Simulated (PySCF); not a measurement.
**Assigning NMR signals**

Geometry:
```
atom   x (Å)   y (Å)   z (Å)
 Si1  -0.011   0.011  -0.267
  H2  -0.025   0.003   1.238
  N3   1.624  -0.019  -0.821
  C4   2.742   0.646  -0.198
  C5   3.653  -0.287   0.588
  H6   1.870  -0.725  -1.505
  H7   3.342   1.195  -0.950
  H8   2.346   1.425   0.478
  H9   3.092  -0.790   1.391
 H10   4.497   0.257   1.041
 H11   4.071  -1.068  -0.067
 N12  -0.794   1.436  -0.849
 C13  -1.952   2.063  -0.260
 C14  -1.628   3.288   0.583
 H15  -0.269   2.019  -1.492
 H16  -2.687   2.340  -1.041
 H17  -2.467   1.313   0.366
 H18  -0.957   3.020   1.414
 H19  -2.539   3.742   1.005
 H20  -1.120   4.056  -0.022
 N21  -0.843  -1.378  -0.867
 C22  -0.805  -2.700  -0.289
 C23  -2.032  -3.044   0.544
 H24  -1.595  -1.218  -1.528
 H25  -0.670  -3.466  -1.076
 H26   0.098  -2.773   0.342
 H27  -2.147  -2.333   1.377
 H28  -1.965  -4.061   0.962
 H29  -2.947  -2.993  -0.067
```

Relativity neglected, in vacuum, averaged over atoms made equivalent by symmetry, fast rotation or ring inversion, single conformer. Shielding tensors at B3LYP/pcSseg-1 (GIAO); PBE0-D3(BJ)/def2-SVP structure; PySCF 2.14.0 with density-fitted response routines.

δ = σ(ref) − σ, references computed at the same level: 13C (σ = 179.24 ppm), 1H (σ = 31.38 ppm) vs TMS.

**Question.** Assign these signals to the numbered atoms. 13C{1H} NMR (computed): δ 38.9 (CH2), 23.6 (CH3).

**Answer.** 
```tsv
δ (ppm)	atoms	environment	reason
38.9	C4/C13/C22	carbon bonded to C, N, 2 H	–
23.6	C5/C14/C23	carbon bonded to C, 3 H	–
```

**Question.** Assign these signals to the numbered atoms. 1H NMR (400 MHz, computed): δ 4.82 (s, 1H), 2.68 (q, 6H), 1.02 (t, 9H), 0.10 (br s, 3H).

**Answer.** 
4.82 → H2, hydrogen on a silicon bonded to 3 N
2.68 → H7/H8/H16/H17/H25/H26, hydrogen on a carbon bonded to C, N
1.02 → H9/H10/H11/H18/H19/H20/H27/H28/H29, hydrogen on a carbon bonded to C
0.10 → H6/H15/H24, hydrogen on a nitrogen bonded to C, Si

The OH or NH signal is concentration- and solvent-dependent in practice; the value given is the gas-phase one. Shifts are as computed. Against solution values, carbons near 30 ppm lie about +2 ppm off and those near 130 ppm about +6 ppm. Of 1313 compounds with measured shifts, 239 miss one by over three times the rms of a fit or turn the order of signals round; such compounds aren't used in these exercises. Multiplicities follow the n + 1 count of equivalent neighbours, as no J values were calculated; m marks all less simple cases, F and P coupling included.
